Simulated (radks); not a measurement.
The numbers below are computed, except where a source is named.
Ionisation of the iron ion Fe16+, [Ne], to [He] 2s2 2p5 as the strength of local exchange is varied. Code: a radial shooting solver on a logarithmic mesh with Libxc functionals. Model: scalar-relativistic Kohn-Sham, Slater X-alpha exchange (alpha = 2/3 is LDA exchange), no correlation, spin-polarised, spherical densities, point nucleus.

alpha  E(Fe16+) (hartree)  exchange (hartree)  IE (eV)  -e of the level emptied (eV)  <r> of it (bohr)
0.613         -1142.09024           -34.14949   1255.4                   1208.8 (2p)            0.2312
0.646         -1143.93098           -36.02757   1259.7                   1213.3 (2p)            0.2309
0.728         -1148.51373           -40.71186   1270.5                   1224.4 (2p)            0.2300
0.84          -1154.79336           -47.15041   1285.3                   1239.6 (2p)            0.2288
x             -1145.10342           -37.22482   1262.5                   1216.1 (2p)            0.2307

Which alpha was used in the last row?

Answer. alpha = 0.667. NIST Atomic Spectra Database: 1263 eV (semi-empirical). The Delta-SCF value meets it near alpha = 0.67. Open shells are spherical and high-spin; term and fine-structure splittings are not resolved.
